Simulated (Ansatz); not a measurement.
A made-up structure of AlBSiH$_{5}$O (charge +1), singlet:

```xyz
9
angstrom
B 1.6493 -0.8107 -0.2819
O 0.1152 0.2310 -0.0811
Al -0.4739 1.4975 -0.1901
Si -0.4792 -1.4199 0.4363
H -1.9410 1.6039 0.1931
H 0.4253 2.6206 -0.6804
H 2.6733 -0.4335 -0.6447
H -0.9042 -1.3267 1.8471
H -1.5514 -1.8271 -0.4932
```

It is relaxed with PBE-D4/def2-SVP and then PBE0-D4/def2-TZVP (Ansatz 0.2.0). Atoms count as bonded within 1.22 times the sum of their covalent radii (H–H: 0.88 Å). The end point is not checked to be a true minimum.

(1) Does its bonding change? (A judgement: the text doesn't fix the answer.)

Results:

(1) Computed: Yes. Formed: B1–O2; broken: none.

Where it ends: The first stage lowers the energy by 5.31 eV in 10 steps. It ends as AlBSiH₅O ([AlH2][O]1[BH][SiH2]1), total charge +1:
| atom | x (Å) | y (Å) | z (Å) |
| --- | --- | --- | --- |
| B1 | 1.2028 | -0.6638 | -0.1902 |
| O2 | 0.0560 | 0.1089 | -0.0389 |
| Al3 | -0.4738 | 1.8568 | -0.2668 |
| Si4 | -0.3084 | -1.6651 | 0.4420 |
| H5 | -1.9779 | 1.9812 | 0.1222 |
| H6 | 0.7363 | 2.6944 | -0.7812 |
| H7 | 2.2720 | -0.3224 | -0.5587 |
| H8 | -0.6705 | -1.6741 | 1.8697 |
| H9 | -1.3230 | -2.1807 | -0.4930 |

Labels in which every atom is bracketed show which atoms are joined, not bond orders.

For scale, one of the runs: PBE0-D4/def2-TZVP relaxation, 166 basis functions, launched by `ansatz run in.yaml --threads 2 --pin off --events-out ev --progress --plain --max-ram 4352MiB`. Hardware: 2 CPU threads of an Intel Xeon 6975P-C, shared host. Wall time about 27 s.
